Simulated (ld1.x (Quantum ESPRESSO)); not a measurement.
## Which change was made? (Tc, RRKJ)

ld1.x (Quantum ESPRESSO) 7.5 input, shortened:

```
&input
   title='Tc', zed=43., rel=1, dft='PBESOL', iswitch=3,
   config='[Kr] 4d5 5s1.5 5p0.5'
 /
 &inputp
   pseudotype=2, tm=.false., rho0=0.005, lloc=-1, rcloc=1.50,
   nlcc=.false.
 /
3
4S  1  0   2.00   0.00  0.95  0.95  0.0
4P  2  1   6.00   0.00  1.55  1.55  0.0
4D  3  2   5.00   0.00  1.45  1.45  0.0
 &test
   configts(1)='4s2 4p6 4d5 5s1.5 5p0.5'
 /
```

Occupied shells without a wave of their own: 5p, 5s. They enter only through the test configuration that unscreens the potential.

Cutoffs, loose and tight: the cutoffs (Ry, on a coarse ladder) from which the occupation-weighted sum of valence levels, in a spherical-Bessel basis at the reference potential, stays within 10 and 1 mRy of its value at 400 Ry. They do not see the model core or the augmentation charge, which bear on the density cutoff. Test errors are all-electron minus pseudo excitation energies from the reference, over the configurations 4s2 4p6 4d5 5s2 5p0; 4s2 4p6 4d5 5s1 5p0; 4s2 4p6 4d5 5s0 5p0; 4s2 4p6 4d4 5s2 5p1; 4s2 4p6 4d4 5s2 5p0; 4s2 4p6 4d5 5s0 5p2; 4s2 4p6 4d5 5s0 5p1; variants that change the core or the reference have their own tests.

The base gives: outcome: generated; cutoff, loose: 110 Ry; cutoff, tight: 180 Ry; bound ghosts: none; largest test error (meV): +70.

(1) After one change the result is: outcome: generated, misses its reference levels by 83.30 eV; bound ghosts: not determined; largest test error (meV): no test is counted, since the test run did not reproduce the reference configuration. Which change was it?
A. wave 4s (bound): rc 0.95 bohr becomes 4s (bound): rc 1.16 bohr
B. local potential all-electron potential smoothed inside 1.74 bohr (lloc = -1)
C. all radii scaled by about 0.93 (s 0.88, p 1.44, d 1.34 bohr); local potential all-electron potential smoothed inside 1.40 bohr (lloc = -1)

Answers

(1) B. The others give: wave 4s (bound): rc 0.95 bohr becomes 4s (bound): rc 1.16 bohr → outcome: generated; cutoff, loose: 120 Ry; cutoff, tight: 140 Ry; bound ghosts: none; largest test error (meV): +92 | all radii scaled by about 0.93 (s 0.88, p 1.44, d 1.34 bohr); local potential all-electron potential smoothed inside 1.40 bohr (lloc = -1) → outcome: generated; cutoff, loose: 180 Ry; cutoff, tight: 230 Ry; bound ghosts: none; largest test error (meV): -192.
